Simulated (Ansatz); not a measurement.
`FC(F)COC(F)(F)C(F)(F)F`. The species carries charge 0 and has multiplicity 1. All single points use the PBE0-D4/def2-TZVP geometry. It is one conformer, not always the lowest.

```xyz
15

F    -1.963   -2.795   -0.729
C    -0.911   -2.184   -0.134
F    -1.001   -2.402    1.195
C    -1.000   -0.709   -0.431
O     0.197   -0.123    0.068
C     0.288    1.209   -0.032
F    -0.691    1.842    0.644
F     0.201    1.631   -1.311
C     1.655    1.655    0.542
F     2.643    1.090   -0.139
F     1.769    2.973    0.448
F     1.753    1.306    1.817
H     0.016   -2.638   -0.495
H    -1.077   -0.563   -1.511
H    -1.879   -0.293    0.067
```

**Question.** What is the dipole moment at B3LYP/def2-TZVPP? (An estimate is asked.)

**Answer.** The calculation gave: 1.47 D, with components (-0.27, -0.46, -1.36) D in this frame, pointing from negative to positive charge.

**Question.** And with PBE, r2SCAN, ωB97M-V? (Estimate.)

**Answer.** The calculation gave: PBE 1.36 D, r2SCAN 1.42 D, ωB97M-V 1.46 D.

**Question.** Give the Mulliken charges with B3LYP, r2SCAN, ωB97M-V in def2-TZVPP. (An estimate is asked.)

**Answer.** Computed: 
```json
{"atom": "F1", "B3LYP": "-0.20", "r2SCAN": "-0.20", "ωB97M-V": "-0.19"}
{"atom": "C2", "B3LYP": "0.30", "r2SCAN": "0.34", "ωB97M-V": "0.26"}
{"atom": "F3", "B3LYP": "-0.20", "r2SCAN": "-0.19", "ωB97M-V": "-0.18"}
{"atom": "C4", "B3LYP": "-0.03", "r2SCAN": "0.03", "ωB97M-V": "-0.08"}
{"atom": "O5", "B3LYP": "-0.26", "r2SCAN": "-0.26", "ωB97M-V": "-0.25"}
{"atom": "C6", "B3LYP": "0.42", "r2SCAN": "0.41", "ωB97M-V": "0.39"}
{"atom": "F7", "B3LYP": "-0.18", "r2SCAN": "-0.18", "ωB97M-V": "-0.17"}
{"atom": "F8", "B3LYP": "-0.19", "r2SCAN": "-0.18", "ωB97M-V": "-0.17"}
{"atom": "C9", "B3LYP": "0.47", "r2SCAN": "0.46", "ωB97M-V": "0.44"}
{"atom": "F10", "B3LYP": "-0.16", "r2SCAN": "-0.15", "ωB97M-V": "-0.14"}
{"atom": "F11", "B3LYP": "-0.15", "r2SCAN": "-0.15", "ωB97M-V": "-0.14"}
{"atom": "F12", "B3LYP": "-0.15", "r2SCAN": "-0.15", "ωB97M-V": "-0.14"}
{"atom": "H13", "B3LYP": "0.08", "r2SCAN": "0.04", "ωB97M-V": "0.09"}
{"atom": "H14", "B3LYP": "0.12", "r2SCAN": "0.09", "ωB97M-V": "0.14"}
{"atom": "H15", "B3LYP": "0.12", "r2SCAN": "0.09", "ωB97M-V": "0.14"}
```

B3LYP here is the variant with VWN-RPA as its local correlation; programs differ in this.
